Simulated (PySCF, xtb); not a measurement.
C₂H₉NSi, SMILES CN(C)[SiH3].

xtb with GFN2-xTB at its own geometry gives an orbital gap of 4.93 eV and a dipole moment of 0.96 D.

Coordinates come from a B3LYP-D3(BJ)/def2-SVP optimisation.

Q: What does PBE/def2-TZVP (PySCF) give? (An estimate is asked for; the answer gives what the named calculation found.)

A: gap 4.75 eV (levels -5.06 and -0.31 eV), dipole 0.96 D.
